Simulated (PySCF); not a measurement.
**How the method moves the HOMO and LUMO of `[BH3-]CC(F)(F)F`**

Compound: C2H5BF3 (charge -1).
Cartesian coordinates in Å at the PBE0-D3(BJ)/def2-SVP level; atoms count from 1:
```
atom  x, y, z in Å
B1    -1.2989    0.5184    0.4151
C2    -0.1111   -0.5989    0.1388
C3     1.2663   -0.0774   -0.0561
F4     1.3882    0.7600   -1.1038
F5     2.1875   -1.0656   -0.2979
F6     1.7536    0.5824    1.0125
H7    -1.0547    1.1699    1.4481
H8    -1.4036    1.2939   -0.5536
H9    -2.3760   -0.0950    0.5650
H10   -0.0396   -1.3152    0.9768
H11   -0.3320   -1.1960   -0.7640
```

Basis pcSseg-2 throughout (PySCF), one geometry. Geometry: PBE0-D3(BJ)/def2-SVP; no solvent, vibrations or thermal averaging. The geometry's basis has no diffuse functions.

How do the orbital energies and the gap change with the method?

```tsv
method	kind	HOMO (eV)	LUMO (eV)	gap (eV)	SCF cycles
OPBE	GGA	-1.05	4.50	5.55	15
BLYP	GGA	-1.13	4.35	5.48	14
PBE	GGA	-1.18	4.36	5.54	14
B97-D	GGA	-1.20	4.51	5.71	14
LDA	LDA	-1.26	4.25	5.50	14
KT3	GGA	-1.26	4.22	5.49	14
KT2	GGA	-1.27	4.39	5.67	14
BP86	GGA	-1.30	4.52	5.81	14
B97-2	global hybrid	-2.23	5.08	7.31	13
B3LYP	global hybrid	-2.32	4.73	7.05	13
PBE0	global hybrid	-2.48	5.03	7.51	12
mPW1PW91	global hybrid	-2.51	5.03	7.54	12
BHandHLYP	global hybrid	-3.77	5.49	9.26	12
CAM-B3LYP	range-separated hybrid	-3.95	5.65	9.60	12
wB97X-D	range-separated hybrid	-4.42	6.67	11.09	12
LC-wPBE	range-separated hybrid	-5.29	6.77	12.05	12
HF	Hartree–Fock	-5.75	7.02	12.78	10
```

The HOMO spans 4.70 eV, from OPBE down to HF, and the gap runs from 5.48 eV (BLYP) to 12.78 eV (HF). Over the methods OPBE (0 %), BLYP (0 %), PBE (0 %), B97-D (0 %), LDA (0 %), KT3 (0 %), KT2 (0 %), BP86 (0 %), B97-2 (21 %), B3LYP (20 %), PBE0 (25 %), mPW1PW91 (25 %), BHandHLYP (50 %), HF (100 %), a straight line through the gap against the share of exact exchange rises by 0.72 eV for each 10 % (correlation coefficient 0.998).
